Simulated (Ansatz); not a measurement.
Consider the ligand exchange at the Si–Te bond: `C[SiH2][TeH]` + `C=N` → `C=N[SiH2]C` + H₂Te.

Program: Ansatz. Geometries: PBE0-D4/def2-TZVP. ΔE: electronic, gas phase. CCSD(T)/CBS is the MP2 limit (def2-TZVPP, def2-QZVPP) plus CCSD(T) − MP2 in def2-TZVPP, frozen cores. This one scheme is used for every species. Functionals use def2-TZVPP. HSE06 is defined as in plane-wave codes. Elements past krypton have def2 core potentials. For Te outer-core shells are correlated without core-valence functions, which leaves a few kJ/mol of doubt a bond. Each species was taken in one conformer, which may not be the lowest.

Question: Is it downhill or uphill in electronic energy at CCSD(T)/CBS, and by how much? (An estimate is asked.)

Answer: Computed: Uphill: ΔE = +26.9 kJ/mol.

Question: What do these levels give: BLYP-D4, HSE06-D4, BHLYP-D4, PBE, HF/def2-TZVPP, CCSD(T)/def2-TZVPP? (Best estimate.)

Answer: Computed: BLYP-D4 17.8, HSE06-D4 29.7, BHLYP-D4 19.2, PBE 28.3, HF/def2-TZVPP 12.5, CCSD(T)/def2-TZVPP 20.8 kJ/mol.

Question: What do rigid-rotor, harmonic-oscillator terms from PBE0-D4/def2-TZVP frequencies (298.15 K, 1 bar) make of the CCSD(T)/CBS value? (An estimate is asked.)

Answer: Ansatz gave: ΔZPE = -11.8 kJ/mol, ΔH = +15.2 kJ/mol, ΔS = -13 J/(mol·K), ΔG = +19.2 kJ/mol.

Largest T1 diagnostic among the species: 0.012.

At CCSD(T), def2-SVP lies −4.0 kJ/mol from the extrapolated value and def2-TZVPP −6.0 kJ/mol. Leaving LDA and LC-ωPBE aside and taking each functional with its dispersion term where it has one, the values, not all of them listed here, spread over 16.6 kJ/mol, from B97M-V to HSE06-D4. LDA lies −7.4 kJ/mol from PBE without D4.
